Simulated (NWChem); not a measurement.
System: CH$_{5}$ClOSi; SMILES [SiH2](OC)Cl

The following NWChem deck was run.

```
start job
memory heap 200 mb stack 900 mb global 1100 mb
geometry units angstroms noautoz
  Si     0.878598    -0.078286     0.044305
  Cl    -0.493747    -1.628109    -0.042052
  O      0.188385     1.329244    -0.462508
  C     -0.911537     1.965702     0.134834
  H      1.991848    -0.364940    -0.888662
  H      1.323014     0.016069     1.463371
  H     -0.709633     2.233208     1.187948
  H     -1.122854     2.891567    -0.419808
  H     -1.812678     1.329125     0.105089
end
basis spherical
  * library def2-svp
end
dft
  xc xpbe96 cpbe96
  iterations 150
  mulliken
end
task dft energy
```

NWChem printed, in part:

```
             Northwest Computational Chemistry Package (NWChem) 7.3.0
             --------------------------------------------------------

 C1  symmetry detected

                             Geometry "geometry" -> ""
                             -------------------------

 Output coordinates in angstroms (scale by  1.889725989 to convert to a.u.)

  No.       Tag          Charge          X              Y              Z
 ---- ---------------- ---------- -------------- -------------- --------------
    1 Si                  14.0000     0.88361733    -0.07043195     0.10413198
    2 Cl                  17.0000    -0.47670221    -1.62520939    -0.05378413
    3 O                    8.0000     0.20359488     1.34176506    -0.40347338
    4 C                    6.0000    -0.91943558     1.96324436     0.16599191
    5 H                    1.0000     2.02954844    -0.33668396    -0.79468683
    6 H                    1.0000     1.27887227     0.00316599     1.53888410
    7 H                    1.0000    -0.75499153     2.21470638     1.22952319
    8 H                    1.0000    -1.11664836     2.89690624    -0.38071754
    9 H                    1.0000    -1.81563139     1.32292569     0.09531498

 Effective nuclear repulsion energy (a.u.)     221.4812682789

  pbe96 is a nonlocal functional; adding pw91lda local functional.

                                 NWChem DFT Module
                                 -----------------

 Summary of "ao basis" -> "ao basis" (spherical)
 ------------------------------------------------------------------------------
       Tag                 Description            Shells   Functions and Types
 ---------------- ------------------------------  ------  ---------------------
 Si                         def2-svp                 8       18   4s3p1d
 Cl                         def2-svp                 8       18   4s3p1d
 O                          def2-svp                 6       14   3s2p1d
 C                          def2-svp                 6       14   3s2p1d
 H                          def2-svp                 3        5   2s1p

            General Information
            -------------------
          SCF calculation type: DFT
          Wavefunction type:  closed shell.
          No. of atoms     :     9
          No. of electrons :    50
           Alpha electrons :    25
            Beta electrons :    25
          Charge           :     0
          Spin multiplicity:     1
          Use of symmetry is: off; symmetry adaption is: off
          Maximum number of iterations: 150
          AO basis - number of functions:    89
                     number of shells:    43
          Convergence on energy requested:  1.00D-06
          Convergence on density requested:  1.00D-05
          Convergence on gradient requested:  5.00D-04

              XC Information
              --------------
          PerdewBurkeErnzerhof Exchange Functional  1.000
            Perdew 1991 LDA Correlation Functional  1.000 local
           PerdewBurkeErnz. Correlation Functional  1.000 non-local

             Grid Information
             ----------------
          Grid used for XC integration:  medium
          Radial quadrature: Mura-Knowles
          Angular quadrature: Lebedev.
          Tag              B.-S. Rad. Rad. Pts. Rad. Cut. Ang. Pts.
          ---              ---------- --------- --------- ---------
          Si                  1.10       88          10.0       590
          Cl                  1.00       88          12.0       590
          O                   0.60       49           8.0       434
          C                   0.70       49          10.0       434
          H                   0.35       45          11.0       434
          Grid pruning is: on
          Number of quadrature shells:   499
          Spatial weights used:  Erf1

      Superposition of Atomic Density Guess
      -------------------------------------

 Sum of atomic energies:        -862.87442297

      Non-variational initial energy
      ------------------------------

 Total energy =    -864.383850
 1-e energy   =   -1632.170739
 2-e energy   =     546.305621
 HOMO         =      -0.371034
 LUMO         =       0.078822

     ---------------------------------------------
      Total Density - Mulliken Population Analysis
     ---------------------------------------------

    Atom       Charge   Shell Charges
 -----------   ------   -------------------------------------------------------
    1 Si  14    12.95   2.00  1.99  0.93  0.19  5.93  0.93  0.74  0.24
    2 Cl  17    17.43   2.00  1.99  1.22  0.72  5.94  2.16  3.37  0.01
    3 O    8     8.79   1.99  1.10  0.67  3.06  1.97  0.01
    4 C    6     5.86   1.99  0.92  0.21  1.84  0.85  0.05
    5 H    1     1.09   0.70  0.38  0.01
    6 H    1     1.10   0.70  0.39  0.01
    7 H    1     0.93   0.69  0.22  0.02
    8 H    1     0.93   0.69  0.21  0.02
    9 H    1     0.93   0.69  0.22  0.02

   convergence    iter        energy       DeltaE   RMS-Dens  Diis-err
 ---------------- ----- ----------------- --------- --------- ---------
 d= 0,ls=0.0,diis     1   -865.2206916258 -1.09D+03  1.69D-02  6.72D-01
 d= 0,ls=0.0,diis     2   -865.1142977492  1.06D-01  1.10D-02  1.69D+00
 d= 0,ls=0.0,diis     3   -865.2851451260 -1.71D-01  3.24D-03  9.98D-02
 d= 0,ls=0.0,diis     4   -865.2915059308 -6.36D-03  1.63D-03  2.36D-02
 d= 0,ls=0.0,diis     5   -865.2947665203 -3.26D-03  2.65D-04  3.77D-04
  Resetting Diis
 d= 0,ls=0.0,diis     6   -865.2948166907 -5.02D-05  6.42D-05  2.09D-05
 d= 0,ls=0.0,diis     7   -865.2948194264 -2.74D-06  2.78D-05  1.34D-06
 d= 0,ls=0.0,diis     8   -865.2948192418  1.85D-07  1.62D-05  2.89D-06
 d= 0,ls=0.0,diis     9   -865.2948196165 -3.75D-07  2.61D-06  9.55D-08

         Total DFT energy =     -865.294819616538
      One electron energy =    -1634.933069374589
           Coulomb energy =      612.745234692581
    Exchange-Corr. energy =      -64.588253213452
 Nuclear repulsion energy =      221.481268278921

 Numeric. integr. density =       49.999988721416

                       DFT Final Molecular Orbital Analysis
                       ------------------------------------

 Vector   23  Occ=2.000000D+00  E=-2.761556D-01
              MO Center= -2.3D-01, -4.9D-01, -1.4D-01, r^2= 3.8D+00
   Bfn.  Coefficient  Atom+Function         Bfn.  Coefficient  Atom+Function
  ----- ------------  ---------------      ----- ------------  ---------------
    31     -0.318029  2 Cl pz                29      0.309119  2 Cl px
    30     -0.270017  2 Cl py                42      0.242626  3 O  pz
    28     -0.231558  2 Cl pz                26      0.226572  2 Cl px
    27     -0.202535  2 Cl py                45      0.182335  3 O  pz
    41     -0.173664  3 O  py                25     -0.135533  2 Cl pz

 Vector   24  Occ=2.000000D+00  E=-2.642245D-01
              MO Center=  3.0D-02, -5.7D-02, -3.6D-02, r^2= 4.2D+00
   Bfn.  Coefficient  Atom+Function         Bfn.  Coefficient  Atom+Function
  ----- ------------  ---------------      ----- ------------  ---------------
    31      0.405449  2 Cl pz                28      0.301583  2 Cl pz
    41     -0.254795  3 O  py                70     -0.183523  6 H  s
    44     -0.179434  3 O  py                25      0.175263  2 Cl pz
    42      0.173581  3 O  pz                40     -0.166556  3 O  px
    66      0.155136  5 H  s                 65      0.148358  5 H  s

 Vector   25  Occ=2.000000D+00  E=-2.531947D-01
              MO Center=  7.1D-03,  1.1D+00, -5.6D-03, r^2= 2.5D+00
   Bfn.  Coefficient  Atom+Function         Bfn.  Coefficient  Atom+Function
  ----- ------------  ---------------      ----- ------------  ---------------
    42      0.380717  3 O  pz                40      0.283733  3 O  px
    45      0.279345  3 O  pz                41      0.223295  3 O  py
    43      0.209934  3 O  px                75     -0.205537  7 H  s
    85      0.175272  9 H  s                 71     -0.172974  6 H  s
    30      0.164912  2 Cl py                44      0.163419  3 O  py

 Vector   26  Occ=0.000000D+00  E= 5.546352D-04
              MO Center=  9.5D-01, -8.3D-02,  2.3D-01, r^2= 3.8D+00
   Bfn.  Coefficient  Atom+Function         Bfn.  Coefficient  Atom+Function
  ----- ------------  ---------------      ----- ------------  ---------------
    12      1.050714  1 Si py                39     -0.556024  3 O  s
    29      0.387745  2 Cl px                22      0.357458  2 Cl s
    76      0.312474  7 H  s                 53     -0.308042  4 C  s
     9      0.299129  1 Si py                66      0.289925  5 H  s
    71      0.223333  6 H  s                  3     -0.205324  1 Si s

 Vector   27  Occ=0.000000D+00  E= 1.196355D-02
              MO Center=  2.8D-01, -4.2D-02,  9.1D-02, r^2= 3.7D+00
   Bfn.  Coefficient  Atom+Function         Bfn.  Coefficient  Atom+Function
  ----- ------------  ---------------      ----- ------------  ---------------
    11      0.995448  1 Si px                53      0.534473  4 C  s
    30      0.490339  2 Cl py                22      0.430719  2 Cl s
    39      0.354696  3 O  s                  3     -0.318922  1 Si s
    86     -0.307555  9 H  s                  4     -0.300368  1 Si s
     8      0.270729  1 Si px                66     -0.266920  5 H  s

 Vector   28  Occ=0.000000D+00  E= 4.254626D-02
              MO Center=  5.1D-01,  6.4D-01,  6.2D-02, r^2= 6.5D+00
   Bfn.  Coefficient  Atom+Function         Bfn.  Coefficient  Atom+Function
  ----- ------------  ---------------      ----- ------------  ---------------
    53      1.377428  4 C  s                 66     -1.039200  5 H  s
     3      0.873946  1 Si s                 81     -0.679782  8 H  s
     4      0.645537  1 Si s                 76     -0.628146  7 H  s
    39     -0.525088  3 O  s                 11      0.487229  1 Si px
    86     -0.469154  9 H  s                 71     -0.444642  6 H  s

[...]
```

Level: PBE/def2-SVP. All runs use the structure optimised with PBE0/def2-SVP.
